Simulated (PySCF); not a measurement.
## A small calculation by hand: oscillator strength and radiative lifetime

B(OH)(OMe)(NH2) (CH6BNO2), SMILES COB(N)O.

Geometry optimised at PBE0-D3(BJ)/def2-SVP. The values are those of a single conformer.

TDDFT-PBE/def2-SVPD in PySCF 2.14.0 puts the first singlet state with f over 0.02 at 7.90 eV (vertical), with the transition dipole (0.336, 0.012, 0.000) in atomic units.

Q: Find the oscillator strength, the wavelength and the radiative lifetime that this transition would have in vacuum if emission retraced absorption.

A: 
|μ|² = 0.1130 au, so |μ| = 0.85 D. ΔE = 7.90/27.211 = 0.2903 hartree. f = (2/3) ΔE |μ|² = 0.022 (the program prints 0.022).
λ = 1239.84/7.90 = 157 nm; ν = 63718 cm⁻¹.
Einstein's coefficient A = 0.6670 ν² f s⁻¹ (ν in cm⁻¹) = 5.9e7 s⁻¹, so τ = 1/A = 17 ns. This state is S10; the lower singlets have f = 0.018, 0.001, 0.010, 0.002, 0.001, 0.003, 0.011, 0.002, 0.005. The figure is the radiative limit of this one transition; relaxation, internal conversion, crossing to triplets and a medium change what is measured.
